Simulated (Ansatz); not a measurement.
Z-matrix (Å, degrees):
```
P
F 1 1.540
F 1 1.540 2 101.0
F 1 1.540 2 101.0 3 -103.6
Ga 1 2.560 2 117.1 3 128.2
F 5 1.745 1 96.8 2 60.5
F 5 1.745 1 96.8 2 -179.5
F 5 1.745 1 96.8 2 -59.5
```

The species carries charge 0 and has multiplicity 1.

(1) List the CAM-B3LYP/def2-TZVPP orbital energies in eV (the Gaussian-basis code of Ansatz). (An estimate is asked.)

## Answers

(1) The calculation gave: Occupied: -10140.85, -2105.34, -1252.31, -1109.64, -1109.52, -1109.52, -676.61, -676.61, -676.61, -672.90, -672.90, -672.90, -186.08, -152.95, -136.12, -136.12, -135.94, -106.46, -106.21, -106.21, -39.22, -37.75, -37.75, -33.71, -33.48, -33.48, -26.19, -26.18, -26.18, -25.89, -25.89, -22.36, -19.34, -19.34, -18.70, -17.35, -17.35, -16.28, -16.28, -16.13, -15.79, -14.13, -14.13, -14.05, -12.95, -12.94, -12.79, -12.79, -12.71, -12.09. Lowest empty: -0.43, -0.43, -0.08, 1.71, 2.58, 3.67, 3.67, 5.43.
